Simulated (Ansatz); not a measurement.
Mulliken charges of `C[SiH]1N=C[Se]1` from B3LYP/def2-TZVPP in Ansatz (PBE0-D4/def2-TZVP geometry).

```json
{"atom": "C1", "x (Å)": "-0.879", "y (Å)": "-1.123", "z (Å)": "0.844", "charge (e)": "-0.365"}
{"atom": "Si2", "x (Å)": "0.043", "y (Å)": "0.431", "z (Å)": "0.447", "charge (e)": "0.484"}
{"atom": "N3", "x (Å)": "-0.247", "y (Å)": "1.085", "z (Å)": "-1.166", "charge (e)": "-0.327"}
{"atom": "C4", "x (Å)": "0.950", "y (Å)": "0.964", "z (Å)": "-1.568", "charge (e)": "0.003"}
{"atom": "Se5", "x (Å)": "2.218", "y (Å)": "0.192", "z (Å)": "-0.292", "charge (e)": "-0.175"}
{"atom": "H6", "x (Å)": "-0.749", "y (Å)": "-1.860", "z (Å)": "0.050", "charge (e)": "0.119"}
{"atom": "H7", "x (Å)": "-0.520", "y (Å)": "-1.551", "z (Å)": "1.783", "charge (e)": "0.105"}
{"atom": "H8", "x (Å)": "-1.945", "y (Å)": "-0.905", "z (Å)": "0.953", "charge (e)": "0.111"}
{"atom": "H9", "x (Å)": "-0.106", "y (Å)": "1.459", "z (Å)": "1.505", "charge (e)": "-0.075"}
{"atom": "H10", "x (Å)": "1.319", "y (Å)": "1.256", "z (Å)": "-2.555", "charge (e)": "0.120"}
```

Task: By hand: the dipole of these point charges (1 e Å = 4.8032 D).

Result: Σ q r = (-0.156, -0.210, 0.215) e Å, of length 0.339 e Å = 1.63 D.

Task: How does the dipole of the full density compare? (Best estimate.)

Result: The calculation gave: (-0.084, -0.217, 0.193) e Å, 1.45 D; the point charges give 1.12 times that, at 12° from its direction.

Point charges leave out the atoms' own dipoles, such as those of lone pairs, and Mulliken's split depends on the basis, so the close match here is no proof of good charges.

B3LYP here is the variant with VWN-RPA as its local correlation; programs differ in this.
